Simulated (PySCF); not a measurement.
AuCl, triplet, at a GFN2-xTB geometry (such geometries of metal compounds can be far from the true shape) (the multiplicity is a formal guess) (core potentials on Au). Base run: PBE0/def2-SVP (PySCF).

Here is a job for PySCF.
```python
from pyscf import gto, scf, dft, solvent

mol = gto.M(
    atom='''
Au   -0.000000   -0.000000   -0.493124
Cl    0.000000    0.000000    2.291576
''',
    basis='def2-svp',
    ecp={'Au': 'def2-svp'},
    charge=0,
    spin=2,
    verbose=4,
)

mf = dft.UKS(mol)
mf.xc = 'pbe0'
mf.kernel()
```

Each row names what was changed in the base input (with any setting that the change needs).

```tsv
change	ΔE vs base (kJ/mol)	dipole (D)
base	0.00	1.82
model = IEF-PCM; solvent = dimethylsulfoxide; vdw_scale = 1.0	-24.70	4.93
model = IEF-PCM; solvent = dimethylsulfoxide; r_probe = 0.5	0.77	0.16
model = IEF-PCM; solvent = dimethylsulfoxide; lebedev_order = 41	-2.25	0.88
model = SS(V)PE; solvent = dimethylsulfoxide	-2.26	0.88
model = IEF-PCM; solvent = dimethylsulfoxide; vdw_scale = 1.4	0.42	0.26
model = IEF-PCM; solvent = acetonitrile	-2.23	0.87
model = COSMO; solvent = dimethylsulfoxide	-2.25	0.87
model = C-PCM; solvent = dimethylsulfoxide	-2.31	0.89
model = IEF-PCM; solvent = dimethylsulfoxide	-2.27	0.88
model = IEF-PCM; solvent = dichloromethane	-1.69	0.71
model = IEF-PCM; solvent = n-hexane	0.14	0.28
```

The base is the gas phase, so ΔE is the electrostatic part of solvation at a fixed geometry, without cavity and dispersion terms.

Open shells are given as the SCF converged; they aren't shown to be the lowest states, and a large step between rows can be another state.
